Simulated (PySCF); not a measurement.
# BGaH2Si: where a starting geometry ends

The starting geometry of this gas-phase singlet was optimised with GFN2-xTB.

```yaml
atoms:
  - { symbol: B, position_ang: [0.2249, -0.3325, 0.3260] }
  - { symbol: Ga, position_ang: [-2.5021, -0.3012, -1.3191] }
  - { symbol: Si, position_ang: [-0.1756, 0.6380, -1.2401] }
  - { symbol: H, position_ang: [0.7168, -0.0169, 1.3472] }
  - { symbol: H, position_ang: [-0.0570, -1.4953, 0.1718] }
```

Predict what it relaxes into with B3LYP-D3(BJ)/def2-SVP.

A new bond forms, giving a structure with H5 bridging Si3 and B1, given below by its coordinates. Distances that change by over a tenth: B1–Ga2 (3.18 → 2.46 Å), Ga2–Si3 (2.51 → 2.85 Å). Contacts that close: Si3–H5 (2.56 → 1.76 Å).

The energy falls by 0.52 eV over 21 steps:

| step | E − E(last) (eV) |
| --- | --- |
| 1 | 0.518 |
| 3 | 0.364 |
| 5 | 0.325 |
| 8 | 0.196 |
| 10 | 0.026 |
| 12 | 0.002 |
| 14 | 0.000 |
| 17 | 0.000 |
| 19 | 0.000 |
| 21 | 0.000 |

Final geometry (Å):

```json
{"atom": "B", "x (Å)": "0.0115", "y (Å)": "-0.0916", "z (Å)": "0.2386"}
{"atom": "Ga", "x (Å)": "-2.3382", "y (Å)": "-0.1520", "z (Å)": "-0.4934"}
{"atom": "Si", "x (Å)": "0.2973", "y (Å)": "0.1050", "z (Å)": "-1.5503"}
{"atom": "H", "x (Å)": "-0.1611", "y (Å)": "-0.1759", "z (Å)": "1.4244"}
{"atom": "H", "x (Å)": "0.3916", "y (Å)": "-1.1896", "z (Å)": "-0.3627"}
```

No frequencies were run, so the end isn't proven a minimum. Run with PySCF 2.14.0, 67 s on 2 threads of Arm Neoverse V1, with other jobs on the host.
